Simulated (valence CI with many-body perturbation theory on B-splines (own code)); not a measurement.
Er XX: calculated level list

Calculated by relativistic CI+MBPT: three valence electrons over a frozen Dirac-Fock core [Kr] 4d10, radial functions for each j: 7 s, 7 p, 7 d, 7 f, 4 g, 2 h, with the one-electron correlation potential Σ1 (screened to all orders), the two-electron term Σ2, the three-electron term Σ3, Breit, model QED; selected single and double excitations, second order for the rest, scaled by the run's own slope (own B-spline code, finite nucleus).

No measured levels were compared; by estimate terms of the open shell hold to a few per cent of their energy, and close levels can change places. The list stops below the first excitations out of the core.

Levels 91 to 135 of 144, with energies above the lowest level, (4f5/2^3) J=9/2. "Leading %" is the weight of the configuration and term that name the level; weights of strongly mixed levels are sums over their largest components and can fall short. In the jj column 3d3/2^4 stands for four electrons in 3d with j = 3/2.

```csv
No.,Configuration,Term,J,E (eV),Leading %,Second component,Leading jj,g
91,4f2 5p,4I°,11/2,91.09,41,38 % 4f2 5p 4H°,4f5/2^2 5p3/2 (51 %),1.053
92,4f2 5p,2P°,1/2,91.37,92,7 % 4f2 5p 4D°,4f7/2^2 5p1/2 (62 %),0.637
93,4f2 5p,4G°,5/2,91.60,81,11 % 4f2 5p 2F°,4f5/2^2 5p3/2 (92 %),0.642
94,4f2 5p,4G°,9/2,91.76,37,33 % 4f2 5p 2H°,4f5/2 4f7/2 5p3/2 (98 %),1.035
95,4f2 5p,4F°,3/2,92.16,46,28 % 4f2 5p 4D°,4f5/2^2 5p3/2 (80 %),0.751
96,4f2 5p,4I°,13/2,92.31,63,33 % 4f2 5p 4H°,4f5/2 4f7/2 5p3/2 (78 %),1.146
97,4f2 5p,2H°,11/2,92.36,48,23 % 4f2 5p 2I°,4f5/2 4f7/2 5p3/2 (60 %),1.089
98,4f2 5p,4D°,1/2,92.50,87,11 % 4f2 5p 2P°,4f5/2^2 5p3/2 (63 %),0.085
99,4f2 5p,4F°,5/2,92.79,52,20 % 4f2 5p 4D°,4f5/2^2 5p3/2 (54 %),1.049
100,4f2 5p,2I°,11/2,92.84,43,30 % 4f2 5p 4G°,4f5/2 4f7/2 5p3/2 (54 %),1.073
101,4f2 5p,4G°,7/2,92.91,48,16 % 4f2 5p 2G°,4f5/2 4f7/2 5p3/2 (62 %),1.000
102,4f 5s2,2F°,5/2,92.92,99,,4f5/2 5s^2 (99 %),0.855
103,4f2 5p,4F°,7/2,93.09,45,18 % 4f2 5p 2G°,4f5/2 4f7/2 5p3/2 (85 %),1.119
104,4f2 5p,4D°,3/2,93.63,58,33 % 4f2 5p 2D°,4f5/2 4f7/2 5p3/2 (95 %),1.030
105,4f2 5p,2G°,7/2,93.71,38,21 % 4f2 5p 2F°,4f5/2 4f7/2 5p3/2 (68 %),1.028
106,4f2 5p,4I°,15/2,93.72,99,,4f7/2^2 5p3/2 (77 %),1.197
107,4f2 5p,4F°,9/2,93.75,32,22 % 4f2 5p 2G°,4f5/2 4f7/2 5p3/2 (94 %),1.169
108,4f2 5p,2F°,5/2,93.98,40,28 % 4f2 5p 4D°,4f5/2 4f7/2 5p3/2 (90 %),1.092
109,4f2 5p,2G°,9/2,94.08,47,45 % 4f2 5p 4G°,4f5/2 4f7/2 5p3/2 (84 %),1.129
110,4f2 5p,2I°,13/2,94.11,63,30 % 4f2 5p 4H°,4f7/2^2 5p3/2 (55 %),1.124
111,4f2 5p,4G°,11/2,94.51,56,33 % 4f2 5p 2H°,4f5/2 4f7/2 5p3/2 (58 %),1.183
112,4f2 5p,2F°,5/2,94.55,62,16 % 4f2 5p 4G°,4f5/2 4f7/2 5p3/2 (75 %),0.895
113,4f2 5p,2G°,9/2,94.72,54,20 % 4f2 5p 4F°,4f7/2^2 5p3/2 (84 %),1.135
114,4f2 5p,2G°,7/2,94.75,46,18 % 4f2 5p 4F°,4f5/2 4f7/2 5p3/2 (72 %),1.021
115,4f 5s2,2F°,7/2,94.77,94,,4f7/2 5s^2 (94 %),1.134
116,4f2 5p,2H°,11/2,95.51,58,30 % 4f2 5p 4G°,4f7/2^2 5p3/2 (87 %),1.126
117,4f2 5p,2F°,5/2,95.86,51,28 % 4f2 5p 2D°,4f7/2^2 5p3/2 (90 %),1.040
118,4f2 5p,2F°,7/2,96.27,51,27 % 4f2 5p 2G°,4f7/2^2 5p3/2 (80 %),1.115
119,4f2 5p,2P°,1/2,96.48,37,32 % 4f2 5p 2S°,4f5/2 4f7/2 5p3/2 (76 %),1.612
120,4f2 5p,2G°,9/2,96.60,67,19 % 4f2 5p 4F°,4f7/2^2 5p3/2 (75 %),1.145
121,4f2 5p,2P°,3/2,96.66,27,25 % 4f2 5p 4S°,4f5/2 4f7/2 5p3/2 (64 %),1.401
122,4f2 5p,2I°,13/2,96.95,59,40 % 4f2 5p 2K°,4f5/2 4f7/2 5p3/2 (76 %),1.020
123,4f2 5p,2F°,7/2,97.23,63,21 % 4f2 5p 4D°,4f5/2 4f7/2 5p3/2 (70 %),1.190
124,4f2 5p,4P°,3/2,97.73,33,26 % 4f2 5p 2D°,4f7/2^2 5p3/2 (44 %),1.423
125,4f2 5p,2H°,11/2,98.09,56,41 % 4f2 5p 2I°,4f5/2 4f7/2 5p3/2 (65 %),1.024
126,4f2 5p,2D°,5/2,98.10,65,15 % 4f2 5p 2F°,4f5/2 4f7/2 5p3/2 (57 %),1.154
127,4f2 5p,2P°,1/2,98.25,54,22 % 4f2 5p 4P°,4f7/2^2 5p3/2 (67 %),1.313
128,4f2 5p,4D°,5/2,98.76,49,27 % 4f2 5p 4P°,4f5/2 4f7/2 5p3/2 (97 %),1.385
129,4f2 5p,2D°,3/2,99.05,65,18 % 4f2 5p 4D°,4f5/2 4f7/2 5p3/2 (46 %),0.958
130,4f2 5p,4D°,7/2,99.26,68,28 % 4f2 5p 2F°,4f7/2^2 5p3/2 (86 %),1.330
131,4f2 5p,2K°,15/2,99.28,99,,4f5/2 4f7/2 5p3/2 (77 %),1.067
132,4f2 5p,2H°,9/2,100.33,97,,4f5/2 4f7/2 5p3/2 (74 %),0.912
133,4f2 5p,2D°,5/2,100.52,48,45 % 4f2 5p 4P°,4f7/2^2 5p3/2 (78 %),1.360
134,4f2 5p,2P°,1/2,100.92,85,10 % 4f2 5p 4D°,4f5/2 4f7/2 5p3/2 (80 %),0.664
135,4f2 5p,2P°,3/2,101.04,58,22 % 4f2 5p 2D°,4f7/2^2 5p3/2 (54 %),1.278
```

Where two levels of one J and parity lie close, their mixing, g and order are uncertain.
